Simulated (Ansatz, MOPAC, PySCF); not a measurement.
Molecule: Be$_{2}$F$_{2}$, net charge 0, singlet state. SMILES: [F][Be][Be][F]
Geometry: optimised at B3LYP-D3(BJ)/def2-TZVP (Ansatz, a first-principles code).

Unscaled harmonic wavenumbers (cm⁻¹) in rising order, each level at the stationary point that it reaches from this structure (no distance between atoms moves by over 0.3 Å); the order of modes can differ between levels, and a negative number is imaginary. B3LYP-D3(BJ)/def2-TZVP (PySCF, at the structure above): 154, 154, 345, 345, 360, 1231, 1383.

AM1 (MOPAC): 120, 120, 275, 299, 299, 1111, 1221. Zero-point energy 4.9 against 5.7 kcal/mol; where all levels lie over 400 cm⁻¹, the wavenumbers are on average 0.892 times those of B3LYP-D3(BJ)/def2-TZVP.

B3LYP/6-31G* (Ansatz): 148, 148, 339, 339, 369, 1287, 1429. Zero-point energy 5.8 against 5.7 kcal/mol; where all levels lie over 400 cm⁻¹, the wavenumbers are on average 1.039 times those of B3LYP-D3(BJ)/def2-TZVP.
